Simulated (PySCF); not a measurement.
diphosphane (H4P2), singlet, geometry from GFN2-xTB; BLYP/6-31+G*, TDA in PySCF.

Here is a job for PySCF.
```python
from pyscf import gto, scf, dft, tdscf

mol = gto.Mole()
mol.atom = '''
    P    -0.957498   -0.491628   -0.027831
    P     0.957498    0.491628    0.027831
    H    -1.498030    0.298578    0.987175
    H    -1.465692    0.349142   -1.018629
    H     1.465692   -0.349142    1.018629
    H     1.498030   -0.298578   -0.987175
'''
mol.basis = '6-31+g*'
mol.charge = 0
mol.spin = 0
mol.verbose = 4
mol.build()

mf = dft.RKS(mol)
mf.xc = 'blyp'
mf.kernel()
td = mf.TDA()
td.nstates = 5
td.kernel()
td.analyze()
```

Output, abridged:

```
PySCF version 2.14.0

[INPUT] verbose = 4
[INPUT] num. atoms = 6
[INPUT] num. electrons = 34
[INPUT] charge = 0
[INPUT] spin (= nelec alpha-beta = 2S) = 0
[INPUT] symmetry False subgroup None
[INPUT] Mole.unit = angstrom
[INPUT] Symbol           X                Y                Z      unit          X                Y                Z       unit  Magmom
[INPUT]  1 P     -0.957498000000  -0.491628000000  -0.027831000000 AA   -1.809408984819  -0.929042275168  -0.052592967773 Bohr   0.0
[INPUT]  2 P      0.957498000000   0.491628000000   0.027831000000 AA    1.809408984819   0.929042275168   0.052592967773 Bohr   0.0
[INPUT]  3 H     -1.498030000000   0.298578000000   0.987175000000 AA   -2.830866426382   0.564230646820   1.865490387018 Bohr   0.0
[INPUT]  4 H     -1.465692000000   0.349142000000  -1.018629000000 AA   -2.769756462966   0.659782758583  -1.924929832540 Bohr   0.0
[INPUT]  5 H      1.465692000000  -0.349142000000   1.018629000000 AA    2.769756462966  -0.659782758583   1.924929832540 Bohr   0.0
[INPUT]  6 H      1.498030000000  -0.298578000000  -0.987175000000 AA    2.830866426382  -0.564230646820  -1.865490387018 Bohr   0.0

nuclear repulsion = 91.2261173668388
number of shells = 28
number of NR pGTOs = 126
number of NR cGTOs = 52
basis = 6-31+g*
ecp = {}

******** <class 'pyscf.dft.rks.RKS'> ********
method = RKS
initial guess = minao
damping factor = 0
level_shift factor = 0
DIIS = <class 'pyscf.scf.diis.CDIIS'>
diis_start_cycle = 1
diis_space = 8
diis_damp = 0
SCF conv_tol = 1e-09
SCF conv_tol_grad = None
SCF max_cycles = 50
direct_scf = True
direct_scf_tol = 1e-13
XC library pyscf.dft.libxc version 7.1.2
    S. Lehtola, C. Steigemann, M. J. T. Oliveira, and M. A. L. Marques,  SoftwareX 7, 1–5 (2018)
XC functionals = blyp
    A. D. Becke,  Phys. Rev. A 38, 3098 (1988)
    C. Lee, W. Yang, and R. G. Parr,  Phys. Rev. B 37, 785 (1988)
    B. Miehlich, A. Savin, H. Stoll, and H. Preuss,  Chem. Phys. Lett. 157, 200 (1989)
radial grids:
    Treutler-Ahlrichs [JCP 102, 346 (1995); DOI:10.1063/1.469408] (M4) radial grids

becke partition: Becke, JCP 88, 2547 (1988); DOI:10.1063/1.454033
pruning grids: <function nwchem_prune>
grids dens level: 3
symmetrized grids: False
atomic radii adjust function: <function treutler_atomic_radii_adjust>
small_rho_cutoff = 0
Set gradient conv threshold to 3.16228e-05
Initial guess from minao.
tot grids = 77592
init E= -685.029536439216
  HOMO = -0.245653987269558  LUMO = -0.0566173356341104  gap/eV = 5.14395
cycle= 1 E= -685.019688416725  delta_E= 0.00985  |g|= 0.121  |ddm|= 2.18
  HOMO = -0.180999305435393  LUMO = -0.018811232272407  gap/eV = 4.41336
cycle= 2 E= -685.020604403936  delta_E= -0.000916  |g|= 0.121  |ddm|= 0.524
  HOMO = -0.204271128126202  LUMO = -0.0303745788459298  gap/eV = 4.73197
cycle= 3 E= -685.026286709234  delta_E= -0.00568  |g|= 0.019  |ddm|= 0.251
  HOMO = -0.204962875868839  LUMO = -0.0306280174937481  gap/eV = 4.74389
cycle= 4 E= -685.026407028225  delta_E= -0.00012  |g|= 0.00598  |ddm|= 0.0378
  HOMO = -0.204967376078818  LUMO = -0.0305734891590896  gap/eV = 4.74550
cycle= 5 E= -685.026421311641  delta_E= -1.43e-05  |g|= 0.000323  |ddm|= 0.0114
  HOMO = -0.204954204293726  LUMO = -0.0305623821063179  gap/eV = 4.74544
cycle= 6 E= -685.026421357059  delta_E= -4.54e-08  |g|= 5.71e-05  |ddm|= 0.000623
  HOMO = -0.204945519812343  LUMO = -0.030560484196319  gap/eV = 4.74526
cycle= 7 E= -685.02642135835  delta_E= -1.29e-09  |g|= 9.25e-06  |ddm|= 0.000129
  HOMO = -0.204946523543322  LUMO = -0.0305607663786065  gap/eV = 4.74528
cycle= 8 E= -685.026421358381  delta_E= -3.12e-11  |g|= 3.39e-07  |ddm|= 1.75e-05
  HOMO = -0.204946655169529  LUMO = -0.0305608544989551  gap/eV = 4.74528
Extra cycle  E= -685.026421358383  delta_E= -2.05e-12  |g|= 4.4e-07  |ddm|= 1.54e-06
converged SCF energy = -685.026421358383

******** <class 'pyscf.tdscf.rks.TDA'> for <class 'pyscf.dft.rks.RKS'> ********
nstates = 5 singlet
deg_eia_thresh = 1.000e-03
wfnsym = None
conv_tol = 1e-05
eigh lindep = 1e-12
eigh level_shift = 0
eigh max_cycle = 100

Excitation energies (eV)
[4.91379087 5.3152144  6.03270193 6.09126593 6.19163945]

** Singlet excitation energies and oscillator strengths **
Excited State   1:      4.91379 eV    252.32 nm  f=0.0000
      17 -> 19        0.70444
Excited State   2:      5.31521 eV    233.26 nm  f=0.2751
      17 -> 18        0.65031
      17 -> 22       -0.20773
      17 -> 25        0.14176
Excited State   3:      6.03270 eV    205.52 nm  f=0.0000
      16 -> 21       -0.14121
      17 -> 20       -0.68754
Excited State   4:      6.09127 eV    203.54 nm  f=0.0245
      16 -> 20        0.12534
      17 -> 21        0.65612
      17 -> 23       -0.22195
Excited State   5:      6.19164 eV    200.24 nm  f=0.1184
      17 -> 18        0.14345
      17 -> 22        0.64455
      17 -> 25        0.22707

** Transition electric dipole moments (AU) **
state          X           Y           Z        Dip. S.      Osc.
  1        -0.0000      0.0000     -0.0000      0.0000      0.0000
  2        -1.0928     -0.9573     -0.0417      2.1124      0.2751
  3        -0.0000     -0.0000      0.0000      0.0000      0.0000
  4         0.0065      0.0102     -0.4050      0.1642      0.0245
  5        -0.8267     -0.3107     -0.0212      0.7804      0.1184

** Transition velocity dipole moments (imaginary part, AU) **
state          X           Y           Z        Dip. S.      Osc.
  1         0.0000      0.0000     -0.0000      0.0000      0.0000
  2        -0.1354     -0.1674     -0.0064      0.0464      0.1584
  3        -0.0000      0.0000      0.0000      0.0000      0.0000
  4         0.0008      0.0012     -0.0485      0.0024      0.0070
  5        -0.1214     -0.0482     -0.0032      0.0171      0.0500

** Transition magnetic dipole moments (imaginary part, AU) **
state          X           Y           Z
  1         0.0179      0.0281     -1.1139
  2        -0.0000      0.0000     -0.0000
  3        -0.9950      0.8696      0.0059
  4        -0.0000      0.0000      0.0000
  5         0.0000     -0.0000     -0.0000
```
